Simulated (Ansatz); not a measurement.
Reaction (cleavage of the Ga–Si bond): `[F][Ga]([F])[SiH3]` + H₂Se → `[F][Ga]([F])[SeH]` + SiH₄

Computed with Ansatz on PBE0-D4/def2-TZVP structures; ΔE is electronic, products minus reactants. CBS: MP2 limit from def2 TZ/QZ plus the TZ coupled-cluster correction, frozen cores. This one scheme is used for every species. DFT in def2-TZVPP. For Ga, Se outer-core shells are correlated without core-valence functions, which leaves a few kJ/mol of doubt a bond. Scalar relativity is left out up to krypton. One conformer a species, not always the lowest.

```tsv
species	LC-ωPBE energy (Eh)
`[F][Ga]([F])[SiH3]`	-2415.57941
H₂Se	-2402.42449
`[F][Ga]([F])[SeH]`	-4526.22733
SiH₄	-291.79973
```

Task: Work out ΔE.

Result: ΔE = (-4526.22733) + (-291.79973) − (-2415.57941) − (-2402.42449) = -0.02316 Eh = -60.8 kJ/mol. CCSD(T)/CBS gives -65.8 kJ/mol.

Largest T1 diagnostic among the species: 0.015.

Leaving LDA and LC-ωPBE aside and taking each functional with its dispersion term where it has one, the values, not all of them listed here, spread over 15.2 kJ/mol, from PBE-QIDH to PBE-D4. From PBE to PBE0 (25 % exact exchange), in def2-TZVPP and without D4, ΔE moves by −6.0 kJ/mol. In def2-TZVPP, CCSD(T) changes the Hartree–Fock value by +11.1 kJ/mol (the triples alone add +0.2 kJ/mol) and MP2 by +3.6 kJ/mol.
